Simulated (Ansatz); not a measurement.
Program: Ansatz. Geometries: PBE0-D4/def2-TZVP. ΔE: electronic, gas phase. CBS: MP2 limit from def2 TZ/QZ plus the TZ coupled-cluster correction, frozen cores. This one scheme is used for every species. DFT in def2-TZVPP. B3LYP here is the variant with VWN-RPA as its local correlation; programs differ in this. Each species was taken in one conformer, which may not be the lowest.

Consider the hydrogenolysis of the Si–C bond: `OC[SiH](O)[SiH3]` + H₂ → `O[SiH2][SiH3]` + CH₃OH.

Question: Is it downhill or uphill in electronic energy at CCSD(T)/CBS, and by how much? (An estimate is asked.)

Answer: The calculation gave: Downhill: ΔE = -30.9 kJ/mol.

Question: What do these levels give: B3LYP-D4, ωB97M-V, r2SCAN, PBE0, HF/def2-TZVPP, MP2/def2-TZVPP, SCS-MP2/def2-TZVPP, CCSD/def2-TZVPP, CCSD(T)/def2-TZVPP, HF/def2-QZVPP, MP2/CBS(def2), CCSD/CBS(def2)? (Best estimate.)

Answer: Computed: B3LYP-D4 -30.8, ωB97M-V -28.8, r2SCAN -27.8, PBE0 -36.5, HF/def2-TZVPP -64.8, MP2/def2-TZVPP -29.0, SCS-MP2/def2-TZVPP -36.6, CCSD/def2-TZVPP -39.3, CCSD(T)/def2-TZVPP -33.1, HF/def2-QZVPP -65.3, MP2/CBS(def2) -26.8, CCSD/CBS(def2) -37.1 kJ/mol.

Largest T1 diagnostic among the species: 0.012.

The D4 term adds +12.1 kJ/mol with B3LYP and +6.8 kJ/mol with PBE0; it sums over pairs of atoms, weighted by their polarisabilities, and B3LYP, whose exchange is more repulsive, gets the larger term. From PBE to PBE0 (25 % exact exchange), in def2-TZVPP and without D4, ΔE moves by −6.4 kJ/mol. In def2-TZVPP, CCSD(T) changes the Hartree–Fock value by +31.7 kJ/mol (the triples alone add +6.2 kJ/mol) and MP2 by +35.7 kJ/mol.
